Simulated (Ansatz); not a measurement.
SnH2Me(OMe) (C₂H₈OSn). Total charge 0; singlet. Geometry PBE-D4/def2-SVP; atoms count from 1.

Cartesian coordinates in Å:
```
Sn 0.764 -0.089 0.425
H 2.127 -0.085 -0.656
H 0.972 1.100 1.677
C 0.240 -2.046 1.157
H 1.092 -2.498 1.700
H -0.033 -2.688 0.299
H -0.627 -1.959 1.839
O -0.867 0.434 -0.650
C -0.895 1.683 -1.297
H -0.812 2.554 -0.599
H -1.868 1.787 -1.827
H -0.092 1.807 -2.068
```

In the def2 sets Sn takes a core potential; there is no spin–orbit coupling.

Question: Estimate the Mulliken populations from the PBE0/def2-TZVP orbitals of Ansatz.

Answer: 
```json
{"atom": "Sn1", "charge (e)": "0.72"}
{"atom": "H2", "charge (e)": "-0.06"}
{"atom": "H3", "charge (e)": "-0.06"}
{"atom": "C4", "charge (e)": "-0.63"}
{"atom": "H5", "charge (e)": "0.15"}
{"atom": "H6", "charge (e)": "0.16"}
{"atom": "H7", "charge (e)": "0.15"}
{"atom": "O8", "charge (e)": "-0.54"}
{"atom": "C9", "charge (e)": "-0.20"}
{"atom": "H10", "charge (e)": "0.10"}
{"atom": "H11", "charge (e)": "0.12"}
{"atom": "H12", "charge (e)": "0.10"}
```
Mulliken values depend strongly on the basis.

Question: And the Mayer bond orders between heavy atoms (over 0.3)?

Answer: Sn1–C4 0.93 (2.15 Å); Sn1–O8 0.82 (2.02 Å); O8–C9 1.02 (1.41 Å).
